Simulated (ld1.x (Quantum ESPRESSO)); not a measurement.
**sulfur (S): one change to a TM potential, before and after**

sulfur (S), norm-conserving Troullier–Martins (Kleinman–Bylander form), made with ld1.x (Quantum ESPRESSO) 7.5 (PBE, scalar-relativistic). Core [Ne], reference 3s1.5 3p4.5. Waves: 3p (bound): rc 1.55 bohr; 3s (bound): rc 1.45 bohr. Local part: the s channel. Core correction: a·sin(br)/r model core inside 1.00 bohr.

All-electron outer shells of the reference configuration (PBE, scalar-relativistic, ld1.x):

```tsv
shell	level (eV)	outermost node (bohr)	outermost maximum (bohr)
2s	-212.44	0.13	0.39
2p	-157.23	–	0.33
3s	-17.60	0.60	1.40
3p	-7.29	0.58	1.59
```

Change: wave 3p (bound): rc 1.55 bohr becomes 3p (bound): rc 1.26 bohr.

Cutoffs: the cutoffs (Ry, on a coarse ladder) from which the occupation-weighted sum of valence levels, in a spherical-Bessel basis at the reference potential, stays within 10 and 1 mRy of its value at 400 Ry; they do not see the model core or the augmentation charge, which bear on the density cutoff. Errors are all-electron minus pseudo energies relative to the spin-unpolarised reference configuration.

Q: How do hardness, ghosts and transferability respond?

A: The potential gets harder (35 Ry and 60 Ry → 55 Ry and 110 Ry); of the 7 tests that both files solve, the error grows in 3 and shrinks in 1 by more than 15 % and 0.3 meV (median size 4.1 → 5.2 meV); neither file shows a bound ghost. A smaller radius makes the pseudo-wave follow the all-electron one further in, where it bends more sharply, so more plane waves are needed.

| quantity | base | changed |
| --- | --- | --- |
| cutoff, loose | 35 Ry | 55 Ry |
| cutoff, tight | 60 Ry | 110 Ry |
| loose cutoff by channel (10 mRy a level) | p 10 Ry, s 21 Ry | p 12 Ry, s 21 Ry |
| bound ghosts | none | none |
| error for 3s2 3p4, meV [ΔE -5.14 eV] | 0.0 | +0.5 |
| error for 3s2 3p3, meV [ΔE 6.63 eV] | +1.9 | +2.4 |
| error for 3s2 3p2, meV [ΔE 28.91 eV] | +21 | +20 |
| error for 3s2 3p3.5, meV [ΔE -0.48 eV] | -0.2 | +0.4 |
| error for 3s2 3p0, meV [ΔE 109.75 eV] | +201 | +166 |
| error for 3s2 3p1, meV [ΔE 62.95 eV] | +78 | +70 |
| error for 3s1 3p4, meV [ΔE 17.51 eV] | +4.1 | +5.2 |
